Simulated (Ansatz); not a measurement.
A run for Ansatz (a program for electronic structure): U-PBE0/def2-TZVPP on MgC-, 2S+1 = 2, a spin state set in the input, which need not be the lowest, a point of a bond scan (R = 2.182 Å). Charge -1.

Ansatz 0.2 input:
```yaml
crystal:
  periodic: [false, false, false]
  atoms:
    - {symbol: C, position_ang: [0.00000000, 0.00000000, 0.00000000]}
    - {symbol: Mg, position_ang: [0.00000000, 0.00000000, 2.18241800]}
basis:
  gaussian:
    orbitals: def2-TZVPP
    pivot_positions_ang: [[0.00000000, 0.00000000, 0.00000000], [0.00000000, 0.00000000, 2.18241800]]
hamiltonian:
  xc: {name: PBE0}
total_charge: -1
magnetization: {spin_polarized: true, initial_magnetization: 1}
output: {forces: true, orbitals: {seedname: ./end}}
```

It printed:

```
WARN ansatz: RAYON_NUM_THREADS=2 ignored (pool sized by the plan → 2); use --threads N
Functional definition: PBE0
integrals: 0.01 GiB planned
468 factors; their error is unknown
mean field: 0.17 GiB planned
mean field evaluation 1: about -6469.3117 eV, gradient 1.5e1 eV
mean field evaluation 2: about -6448.1208 eV, gradient 5.5e1 eV
mean field evaluation 4: about -6471.3852 eV, gradient 8.7e-1 eV
mean field evaluation 8: about -6471.4532 eV, gradient 5.6e-1 eV
mean field evaluation 16: about -6471.6950 eV, gradient 1.3e-4 eV
mean field evaluation 32: about -6472.3114 eV, gradient 3.2e-2 eV
mean field evaluation 64: about -6472.2150 eV, gradient 3.9e-1 eV
mean field -6472.31145086 eV, -237.8530587288 hartree, gradient 5.2e-6 eV, S^2 1.786672; 5 other end points of the search recorded, 0 dependent functions left out
the calculation of the forces begins
reference -6472.31147222 eV, -237.8530595138 hartree; 10, 9 occupied and 53, 54 virtual orbitals, 468 factors
Total energy: -6472.31147222 eV, -237.8530595138 hartree
Atom 0 at     0.000000     0.000000     0.000000 Å, force     0.000000    -0.000000     0.051870 eV/Å
Atom 1 at     0.000000     0.000000     2.182418 Å, force    -0.000000     0.000000    -0.051870 eV/Å
Dipole moment:     0.000000     0.000000     0.121608 e Å
```

Self-consistency was reached. Its determinant has ⟨S²⟩ = 1.79, a mixture of spin states.

Cost: roughly 6 core-seconds.
